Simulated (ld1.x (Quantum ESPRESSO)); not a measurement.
Values are calculated unless marked as measured or tabulated.
# Potentials for Mg compared

Generated with ld1.x 7.5 (TM, RRKJ, ultrasoft, PAW), atompaw 4.2 or ONCVPSP 4.0.1. The cutoff is in Ry: for ld1.x and atompaw files where the sum of valence levels is converged to 10 mRy in a Bessel basis, for ONCV files where the hardest occupied wave has 1 mHa per electron of residual kinetic energy. The error is the largest all-electron minus pseudo excitation energy over each file’s own four to seven test configurations (ionisations up to +4, promotions, holes and added fractions of an electron), all of which were solved. The labels leave out finer settings (local radius, basis sizes, second energies), which also bear on the numbers. Spin-polarised tests are not counted. The rows are a selection from randomly drawn settings: files with unsolved tests, undetermined cutoffs or missed reference levels are left out.

| potential | cutoff (Ry) | largest error (meV) | bound ghosts |
| --- | --- | --- | --- |
| PAW, LDA (PZ), non-relativistic, rc 1.15/1.10/1.25 (spd), local smoothed, core correction yes, reference 2s2 2p6 3s2 3p0 | 70 | -5.6 | none |
| TM, BP86, fully relativistic, rc 0.64/1.22 (sp), local s, core correction no, reference 2s2 2p6 3s0 3p0 | 260 | +325 | none |
| PAW, LDA (PZ), non-relativistic, rc 2.05/3.15/3.35 (spd), local smoothed, core correction yes, reference 3s1.5 3p0 | 6 | -10 | none |

(1) Fill in the row for Mg: PAW, BP86, non-relativistic, rc 1.10/1.10/1.10 (spd), local smoothed, core correction yes, reference 2s2 2p6 3s1.5 3p0.

(2) Fill in the row for Mg: TM, LDA (PZ), scalar-relativistic, rc 1.00/0.95 (sp), local p, core correction yes, reference 2s2 2p6 3s0 3p0.

Answers

(1) cutoff 70 Ry, largest error -8.5 meV, bound ghosts: none.

(2) cutoff 180 Ry, largest error -266 meV, bound ghosts: none.
